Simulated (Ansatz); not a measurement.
One change: `[SiH3][SiH2][SiH2][SiH2][GeH2][SiH3]` becomes `[SiH3][SiH2][SiH2][SiH2][SiH2][SiH3]`.

Ansatz, PBE0-D4/def2-TZVP geometries, multiplicity 1. Each molecule was computed in one conformer, which needn't be the lowest.

Scalar relativity is left out up to krypton.

```csv
property,`[SiH3][SiH2][SiH2][SiH2][GeH2][SiH3]`
HOMO–LUMO gap (ωB97M-V/def2-TZVPP) / eV,10.85
HOMO energy (ωB97M-V/def2-TZVPP) / eV,-9.71
LUMO energy (B3LYP/def2-TZVPP) / eV,-0.67
LUMO energy (PBE0/def2-TZVPP) / eV,-0.57
HOMO energy (PBE/def2-TZVPP) / eV,-6.78
size of the dipole moment (ωB97M-V/def2-TZVPP) / D,0.14
```

What does the change do to each property? (Best estimate.)

The calculation gave: 
| property | `[SiH3][SiH2][SiH2][SiH2][SiH2][SiH3]` | shift |
| --- | --- | --- |
| HOMO–LUMO gap (ωB97M-V/def2-TZVPP) / eV | 10.84 | -0.01 |
| HOMO energy (ωB97M-V/def2-TZVPP) / eV | -9.78 | -0.07 |
| LUMO energy (B3LYP/def2-TZVPP) / eV | -0.76 | -0.09 |
| LUMO energy (PBE0/def2-TZVPP) / eV | -0.66 | -0.09 |
| HOMO energy (PBE/def2-TZVPP) / eV | -6.84 | -0.06 |
| size of the dipole moment (ωB97M-V/def2-TZVPP) / D | 0.10 | -0.04 |

Dipoles are sizes alone; their direction can turn.

B3LYP here is the variant with VWN-RPA as its local correlation; programs differ in this.
